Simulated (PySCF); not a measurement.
PySCF job for YCl₂, SMILES [Cl][Y][Cl] (connectivity only; charge and spin as stated), neutral, multiplicity 2, IEF-PCM-PBE0/def2-SVP. Geometry optimised at B3LYP-D3(BJ)/def2-TZVP. The spin state was assumed, not searched. The isomer is the one that the SMILES or the coordinates give; other isomers of the formula were not compared. The def2 effective core potentials stand for the cores of Y; spin–orbit coupling is left out.

```python
import numpy as np
from pyscf import gto, scf, dft
from pyscf.solvent import pcm

mol = gto.M(
    atom='''
    Y     0.00000000    0.00000000    0.51714631
    Cl    0.00000000    2.17133603   -0.59319724
    Cl    0.00000000   -2.17133603   -0.59319724
    ''',
    basis='def2-SVP',
    ecp={'Y': 'def2-svp'},
    charge=0,
    spin=1,
    max_memory=1600,
    verbose=3,
)
mf = dft.UKS(mol, xc='pbe0').density_fit(auxbasis='def2-universal-jkfit')
mf.grids.level = 3
mf.conv_tol = 1e-9
mf.max_cycle = 100
mf.kernel()
fine, coarse = mf.grids, dft.Grids(mol).set(level=1).build(with_non0tab=True)
for _ in range(3):  # follow internal instabilities
    mf.grids = coarse
    mo, _, stable, _ = mf.stability(return_status=True, nroots=4)
    mf.grids = fine
    if stable:
        break
    mf.kernel(mf.make_rdm1(mo, mf.mo_occ))
res = {}
for name, eps in {'water': 78.355, 'ethylethanoate': 5.9867, 'benzene': 2.2706}.items():
    s = mf.PCM()
    s.with_solvent.method, s.with_solvent.eps, s.with_solvent.lebedev_order = 'IEF-PCM', eps, 29
    s.kernel(mf.make_rdm1())
    res[name] = (s.e_tot, eps, s.dip_moment(), s.mo_energy, s.converged)
    print(f'{name}: electrostatic solvation free energy {(s.e_tot - mf.e_tot) * 627.509474:.3f} kcal/mol')
```

Log of the run:

```

WARN: HOMO -0.4591323529395 >= LUMO -0.459132352939499

converged SCF energy = -958.259636969656  <S^2> = 0.75100241  2S+1 = 2.0010022
<class 'pyscf.df.df_jk.DFUKS'> wavefunction is stable in the internal stability analysis

WARN: PCM is an experimental feature. It is still in testing.
Features and APIs may be changed in the future.

converged SCF energy = -958.284385796097  <S^2> = 0.75109179  2S+1 = 2.0010915
Dipole moment(X, Y, Z, Debye): -0.00000,  0.00000,  6.33990
water: electrostatic solvation free energy -15.530 kcal/mol

WARN: PCM is an experimental feature. It is still in testing.
Features and APIs may be changed in the future.

converged SCF energy = -958.278047113361  <S^2> = 0.75108195  2S+1 = 2.0010817
Dipole moment(X, Y, Z, Debye): -0.00000,  0.00000,  5.71896
ethylethanoate: electrostatic solvation free energy -11.553 kcal/mol

WARN: PCM is an experimental feature. It is still in testing.
Features and APIs may be changed in the future.

converged SCF energy = -958.269836395369  <S^2> = 0.75104016  2S+1 = 2.0010399
Dipole moment(X, Y, Z, Debye): -0.00000,  0.00000,  4.71020
benzene: electrostatic solvation free energy -6.400 kcal/mol
```

The run converged.

Cost: very roughly 40 core-seconds.
